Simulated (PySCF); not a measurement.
C5H9NOSi.
Cartesian coordinates in Å at the GFN2-xTB level; atoms count from 1:
```xyz
17
C5H9NOSi angstrom
N      3.5558    0.4280    0.3862
C      2.4635    0.3234    0.0653
C      1.0811    0.1751   -0.3171
C      0.4465   -0.9937    0.4546
C     -0.9270   -1.3484   -0.1164
Si    -2.0043    0.2249   -0.1357
O     -0.9848    1.4428   -0.5005
C      0.3398    1.4989   -0.0679
H      1.0417   -0.0439   -1.3916
H      0.3535   -0.7122    1.5071
H      1.1151   -1.8587    0.4027
H     -0.7970   -1.7428   -1.1264
H     -1.3619   -2.1518    0.4765
H     -2.5785    0.4095    1.2012
H     -2.9534    0.3116   -1.2308
H      0.8278    2.3101   -0.6197
H      0.3749    1.7393    1.0026
```

Computed, not measured: TDDFT B3LYP/def2-SVPD, vertical, gas phase, core orbitals frozen in the response (PySCF).

Ground-to-excited transition dipoles (e·a0, same axes as the geometry; the sign carries no meaning), for the states with f of 0.002 or more among the lowest 8:

```tsv
state	E (eV)	μx	μy	μz
S2	7.158	-0.118	-0.148	0.015
S3	7.283	0.173	-0.042	0.126
S4	7.536	-0.009	-0.078	0.100
S5	7.678	0.127	-0.143	-0.233
S6	7.725	-0.261	0.257	0.047
S7	7.867	0.095	-0.006	-0.244
S8	7.910	0.101	0.045	-0.271
```

(1) Work out the oscillator strengths.

(2) What angle do the transition dipoles of S6 and S7 make?

(3) How is the summed strength of these states shared among x, y and z?

(4) What peak molar absorption coefficient would the strongest computed level give as a lone Gaussian band 0.4 eV wide at half height?

Answers

(1) f = (2/3) ΔE |μ|² with ΔE in hartree (27.2114 eV).

```json
{"state": "S2", "|μ|² (au)": "0.036", "|μ| (D)": "0.48", "f": "0.006"}
{"state": "S3", "|μ|² (au)": "0.048", "|μ| (D)": "0.55", "f": "0.008"}
{"state": "S4", "|μ|² (au)": "0.016", "|μ| (D)": "0.32", "f": "0.003"}
{"state": "S5", "|μ|² (au)": "0.091", "|μ| (D)": "0.77", "f": "0.017"}
{"state": "S6", "|μ|² (au)": "0.136", "|μ| (D)": "0.94", "f": "0.026"}
{"state": "S7", "|μ|² (au)": "0.068", "|μ| (D)": "0.66", "f": "0.013"}
{"state": "S8", "|μ|² (au)": "0.086", "|μ| (D)": "0.74", "f": "0.017"}
```

(2) |cos θ| = |μa·μb| / (|μa| |μb|) = 0.39, so θ ≈ 67° (taken between 0 and 90°, since the signs are arbitrary).

(3) (2/3) Σ ΔE μα² gives 0.027 for x, 0.022 for y and 0.041 for z, 0.091 in all.

(4) ε(max) = 2.175×10⁸ f / FWHM, with the width in cm⁻¹. S6: 2.175×10⁸ × 0.0258 / 3226 ≈ 1700 L mol⁻¹ cm⁻¹.

Hardware: an Intel Xeon at 2.50 GHz with one thread, no GPU, shared host with 64 logical CPUs at a one-minute load of 62. Cost: 2.1 min, 0.97 GiB resident at most.

One conformer stands for the species.
